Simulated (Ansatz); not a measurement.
Ga₂Se₄⁻. The state is a doublet with charge -1. Geometry PBE-D4/def2-SVPD; atoms count from 1.

```
atom   x (Å)   y (Å)   z (Å)
 Ga1   0.612   2.325   1.871
 Ga2   0.166  -0.144   0.163
 Se3  -0.456   1.991  -0.497
 Se4  -0.515  -2.276  -0.757
 Se5   1.488  -0.131   2.089
 Se6  -1.295  -1.764  -2.869
```

Another isomer (doublet) lies 1.18 eV lower at PBE0-D4/def2-SVP; other spin states weren't run for this one.

**Question.** Estimate the Mulliken populations from the PBE0/def2-SVP orbitals of Ansatz.

**Answer.** 
| atom | charge (e) | spin (α − β) |
| --- | --- | --- |
| Ga1 | 0.05 | 0.02 |
| Ga2 | 0.33 | -0.01 |
| Se3 | -0.48 | 0.01 |
| Se4 | -0.19 | 0.27 |
| Se5 | -0.50 | 0.02 |
| Se6 | -0.21 | 0.70 |
Mulliken values depend strongly on the basis.

**Question.** Where does the spin sit?

**Answer.** Summed by element: Ga 0.00, Se 1.00, of 1 unpaired in all. Largest on single atoms: Se6 0.70, Se4 0.27, Se5 0.02.

**Question.** And the Mayer bond orders between heavy atoms (over 0.3)?

**Answer.** Ga1–Se3 0.72 (2.62 Å); Ga1–Se5 0.70 (2.62 Å); Ga2–Se3 1.19 (2.32 Å); Ga2–Se4 0.77 (2.42 Å); Ga2–Se5 1.19 (2.34 Å); Se4–Se6 1.40 (2.31 Å).
